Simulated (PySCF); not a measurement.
Vertical excitations of a molecule C3H8GeO from TDA-B3LYP/def2-SVPD (PySCF), as energy in eV (oscillator strength): 4.82 (0.006), 5.32 (0.020), 6.03 (0.038), 6.13 (0.062), 6.33 (0.107), 6.61 (0.003), 7.16 (0.212), 7.23 (0.019), 7.30 (0.183), 7.61 (0.043). Lowest triplet (TDA): 4.07 eV. Coordinates come from a B3LYP-D3(BJ)/def2-SVP optimisation. The values are those of a single conformer.

### Question
Which structure fits?
A) C/C=C/[O][GeH3]
B) C[C@H]1O[CH2][GeH2]1
C) O=CC[CH2][GeH3]
D) C/C=[CH]/[GeH2][OH]

### Answer
A, C/C=C/[O][GeH3]
